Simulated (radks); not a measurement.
Removal energies from the silver ion Ag12+, [Ar] 3d10 4s2 4p(1/2: 2, 3/2: 3), by Delta-SCF beside the eigenvalue of the level emptied. Method: Dirac Kohn-Sham, relativistic LDA (MacDonald-Vosko exchange, VWN5 correlation), spin-unpolarised, spherical densities, finite nucleus; Fermi nuclear charge, rms radius of each element as measured or else 0.836 A^(1/3) + 0.57 fm; computed with a radial shooting solver on a logarithmic mesh with Libxc functionals. Sub-shells are occupied by j as written (lower j first in brackets).

removed from,final configuration,Delta-SCF (eV),-eigenvalue (eV)
4p3/2,"[Ar] 3d10 4s2 4p(1/2: 2, 3/2: 2)",296.62,283.98
4p1/2,"[Ar] 3d10 4s2 4p(1/2: 1, 3/2: 3)",303.72,290.82
4s1/2,"[Ar] 3d10 4s1 4p(1/2: 2, 3/2: 3)",339.89,326.60
3d5/2,"[Ar] 3d(3/2: 4, 5/2: 5) 4s2 4p(1/2: 2, 3/2: 3)",642.57,614.17
